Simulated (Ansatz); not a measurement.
A run for Ansatz (a first-principles code): U-CCSD(T)/def2-TZVPP on NaC-, 2S+1 = 5, a spin state set in the input, which need not be the lowest, a point of a bond scan (R = 2.362 Å). Charge -1.

Ansatz 0.2 input:
```yaml
crystal:
  periodic: [false, false, false]
  atoms:
    - {symbol: C, position_ang: [0.00000000, 0.00000000, 0.00000000]}
    - {symbol: Na, position_ang: [0.00000000, 0.00000000, 2.36156500]}
basis:
  gaussian:
    orbitals: def2-TZVPP
total_charge: -1
magnetization: {spin_polarized: true, initial_magnetization: 4}
correlation: {method: ccsd_t, electrons: valence}
output: {orbitals: {seedname: ./end}}
```

It printed:

```
WARN ansatz: RAYON_NUM_THREADS=2 ignored (pool sized by the plan → 2); use --threads N
Functional definition: HF
integrals: 0.04 GiB planned
477 factors; integrals over basis functions are off by at most 1.1e-3 eV
mean field: 0.12 GiB planned
mean field evaluation 1: about -5430.5249 eV, gradient 8.9e0 eV
mean field evaluation 2: about -5430.5382 eV, gradient 8.9e0 eV
mean field evaluation 4: about -5431.5770 eV, gradient 1.3e0 eV
mean field evaluation 8: about -5431.6330 eV, gradient 1.5e-1 eV
mean field evaluation 16: about -5431.6339 eV, gradient 2.1e-6 eV
mean field evaluation 32: about -5429.8314 eV, gradient 2.0e0 eV
mean field evaluation 64: about -5429.9142 eV, gradient 8.7e-3 eV
mean field evaluation 96: about -5428.5944 eV, gradient 4.8e-1 eV
mean field evaluation 128: about -5428.1827 eV, gradient 5.9e-3 eV
mean field evaluation 160: about -5428.9657 eV, gradient 1.6e0 eV
mean field evaluation 192: about -5427.9036 eV, gradient 7.4e-1 eV
mean field -5431.63387660 eV, -199.6088632715 hartree, gradient 2.1e-6 eV, S^2 6.007285; 7 other end points of the search recorded, 0 dependent functions left out
determinant -5431.63387660 eV, -199.6088632715 hartree, with singles and doubles -5439.23048913 eV, -199.8880336328 hartree
determinant -5429.91416098 eV, -199.5456648881 hartree, with singles and doubles -5437.50552957 eV, -199.8246425381 hartree
determinant -5429.06441870 eV, -199.5144374350 hartree, with singles and doubles -5436.76765321 eV, -199.7975260820 hartree
determinant -5428.62884714 eV, -199.4984304757 hartree, with singles and doubles -5436.32811114 eV, -199.7813732089 hartree
determinant -5428.59402838 eV, -199.4971509098 hartree, with singles and doubles -5435.67179030 eV, -199.7572538628 hartree
determinant -5428.18269293 eV, -199.4820346109 hartree, with singles and doubles -5435.34777247 eV, -199.7453464271 hartree
2 core orbitals not correlated
reference -5431.63387660 eV, -199.6088632715 hartree; 9, 5 occupied and 52, 56 virtual orbitals, 477 factors
second order -6.97000389 eV of doubles, -0.00000000 eV of singles
coupled cluster: 0.20 GiB planned
cycle   1  -7.54641003 eV  change   -4.1e-1 eV  update   1.8e-2
cycle   2  -7.55711102 eV  change   -1.1e-2 eV  update   5.5e-3
cycle   3  -7.55879636 eV  change   -1.7e-3 eV  update   2.7e-3
cycle   4  -7.55972908 eV  change   -9.3e-4 eV  update   1.1e-3
cycle   5  -7.55977126 eV  change   -4.2e-5 eV  update   3.8e-4
cycle   6  -7.55980912 eV  change   -3.8e-5 eV  update   1.4e-4
cycle   7  -7.55987011 eV  change   -6.1e-5 eV  update   5.8e-5
cycle   8  -7.55988154 eV  change   -1.1e-5 eV  update   2.4e-5
cycle   9  -7.55987795 eV  change    3.6e-6 eV  update   7.9e-6
perturbative correction -0.16717966 eV, -0.0061437392 hartree
Total energy: -5439.36093421 eV, -199.8928274011 hartree
```

The run converged.

Cost: roughly 10 core-seconds.
